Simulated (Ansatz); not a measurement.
`[F][Sn]([F])([F])[SiH3]`, 8 atoms. Charge 0, multiplicity 1. Correlated methods include outer-core shells of Sn, which these sets cover unevenly. Sn: def2 effective core potential. All runs use 4 threads of a server CPU on a shared host. Correlated methods freeze the cores.

(1) How many basis functions does each run have, and how long does it take in Ansatz? RKS PBE0-D4/def2-SVP energy; RKS PBE0-D4/def2-TZVP relaxation (4 steps); RKS PBE0-D4/def2-QZVPP energy; RKS ωB97M-V/def2-SVP energy; RHF-CCSD(T)/def2-TZVPP energy; RKS PBE0-D4/def2-TZVP frequencies; RKS ωB97X-V/def2-TZVPP energy; direct RPA on PBE orbitals/def2-TZVPP energy; RKS SPW92/def2-TZVPP energy; RHF-CCSD(T)/def2-SVP energy; RKS ωB97M-V/def2-QZVPP energy; RKS ωB97M-V/def2-TZVPP energy and forces. (Best estimate.)

Answers

(1) Computed: Other jobs shared the machine, so times are rough.

```
                                level                   job  functions  wall time  peak host memory (GiB)
                 RKS SPW92/def2-TZVPP                energy        227      1.8 s                    0.29
                 RKS PBE0-D4/def2-SVP                energy        101      1.8 s                    0.23
                 RKS ωB97M-V/def2-SVP                energy        101        8 s                    0.34
direct RPA on PBE orbitals/def2-TZVPP                energy        227      9.5 s                    0.56
                 RHF-CCSD(T)/def2-SVP                energy        101       11 s                     0.5
               RKS PBE0-D4/def2-QZVPP                energy        413       12 s                     1.4
               RKS ωB97X-V/def2-TZVPP                energy        227       12 s                    0.72
               RKS ωB97M-V/def2-TZVPP     energy and forces        227       17 s                    0.82
                RKS PBE0-D4/def2-TZVP  relaxation (4 steps)        198       26 s                    0.54
               RKS ωB97M-V/def2-QZVPP                energy        413       28 s                     1.7
                RKS PBE0-D4/def2-TZVP           frequencies        198    3.1 min                    0.54
               RHF-CCSD(T)/def2-TZVPP                energy        227    5.6 min                     4.4
```
